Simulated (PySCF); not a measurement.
C8H9N.
SMILES with atom numbers: `[CH3:1][C@@H:2]1[C:3]([C:4]#[N:5])=[C:6]1[CH:7]1[CH2:8][CH2:9]1`

NICS = −σ at a ghost point: NICS(0) at the centroid of the ring atoms, NICS(1) 1 Å to either side along the normal of their mean plane, zz for the tensor component along that normal. Level: GIAO PBE0/pcSseg-1 (PySCF, non-relativistic, gas phase) on the GFN2-xTB geometry, one conformer.

Rings: 1. C2–C3–C6; 2. C7–C8–C9.

```tsv
set	NICS(0)	NICS(1), two faces	NICS(1)zz, two faces
P	-43.2	-8.1 / -6.6	-24.1 / -21.8
Q	-32.5	-6.8 / -7.5	-12.6 / -14.8
```

Question: Which set (ppm) belongs to which ring?

Answer: P = 2, Q = 1.
- 1 (3-membered carbocycle; formal bonds 1 double, 2 single): mean NICS(1)zz -13.7 ppm, shielded. C2 has four or more neighbours; no verdict on aromaticity is drawn.
- 2 (3-membered carbocycle; formal bonds all single): mean NICS(1)zz -23.0 ppm, shielded. C7, C8, C9 have four or more neighbours, and the NICS criterion for π rings isn't applied.

Question: How do the rings differ in shape?

Answer: 
| ring | bond lengths (Å) | rms pucker (Å) | HOMA | nearest outside atom to a NICS(1) probe (Å) |
| --- | --- | --- | --- | --- |
| 1 | 1.516, 1.322, 1.491 | 0.00 | – | hydrogen 1.48 |
| 2 | 1.515, 1.486, 1.516 | 0.00 | – | hydrogen 1.45 |

Conformer computed: `[CH3:1][C@@H:2]1[C:3]([C:4]#[N:5])=[C:6]1[CH:7]1[CH2:8][CH2:9]1`: C3–C6–C7–C8 34°.
